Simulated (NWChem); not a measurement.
# C₂H₆BF; SMILES CB(C)F

All runs: NWChem. The geometry was optimised at B3LYP/6-31G* (spherical d). Ions are spin-unrestricted doublets at the neutral geometry; other ion states weren't tried.

```
level                  vertical ionisation energy, ΔSCF (eV)  −ε(HOMO) (eV)  ΔSCF minus −ε(HOMO) (eV)
---------------------  -------------------------------------  -------------  ------------------------
B3LYP/def2-SVP                                         10.99           8.37                      2.62
PBE/def2-SVP                                           10.58           7.03                      3.55
PBE0/def2-SVP                                          11.00           8.62                      2.38
Hartree-Fock/def2-SVP                                  10.94          12.41                     -1.47
M06-2X/def2-SVP                                        11.24           9.99                      1.25
```
